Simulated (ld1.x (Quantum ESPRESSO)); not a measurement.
What one change does to a pseudopotential (Mo (Z = 42), TM)

Mo (Z = 42), norm-conserving Troullier–Martins (Kleinman–Bylander form), made with ld1.x (Quantum ESPRESSO) 7.5 (PBE, scalar-relativistic). Core [Ar] 3d10, reference 4s2 4p6 4d4 5s0 5p0 (charge +2). Waves: 4s (bound): rc 1.85 bohr; 4p (bound): rc 2.00 bohr; 4d (bound): rc 2.45 bohr. Local part: all-electron potential smoothed inside 1.75 bohr (lloc = -1). Core correction: a·sin(br)/r model core, default radius (core density twice the valence density).

Change: all radii but the core radius scaled by about 1.08 (s 2.00, p 2.16, d 2.66 bohr); local potential all-electron potential smoothed inside 1.90 bohr (lloc = -1).

Cutoffs: the cutoffs (Ry, on a coarse ladder) from which the occupation-weighted sum of valence levels, in a spherical-Bessel basis at the reference potential, stays within 10 and 1 mRy of its value at 400 Ry; they do not see the model core or the augmentation charge, which bear on the density cutoff. Errors are all-electron minus pseudo energies relative to the spin-unpolarised reference configuration.

**Question.** Predict the effect on cutoff, ghosts and configuration errors.

**Answer.** The potential gets softer (35 Ry and 55 Ry → 30 Ry and 50 Ry); of the 7 tests that both files solve, the error grows in 6 and shrinks in 1 by more than 15 % and 0.3 meV (median size 7.0 → 114.4 meV); neither file shows a bound ghost. A larger radius leaves more room for a smooth pseudo-wave, so fewer plane waves are needed.

| quantity | base | changed |
| --- | --- | --- |
| cutoff, loose | 35 Ry | 30 Ry |
| cutoff, tight | 55 Ry | 50 Ry |
| loose cutoff by channel (10 mRy a level) | s 25 Ry, p 21 Ry, d 30 Ry | s 21 Ry, p 21 Ry, d 25 Ry |
| bound ghosts | none | none |
| error for 4s2 4p6 4d5 5s1 5p0, meV [ΔE -22.35 eV] | +40 | -245 |
| error for 4s2 4p6 4d5 5s0 5p0, meV [ΔE -15.46 eV] | -1.1 | +3.2 |
| error for 4s2 4p6 4d3 5s0 5p0, meV [ΔE 26.74 eV] | +6.6 | +27 |
| error for 4s2 4p6 4d6 5s0 5p0, meV [ΔE -21.59 eV] | -7.0 | -4.2 |
| error for 4s2 4p5 4d5 5s1 5p0, meV [ΔE 21.62 eV] | +6.1 | -520 |
| error for 4s2 4p6 4d5.5 5s0.5 5p0, meV [ΔE -22.07 eV] | +15 | -114 |
| error for 4s1 4p6 4d5 5s1 5p0, meV [ΔE 47.85 eV] | -199 | -814 |
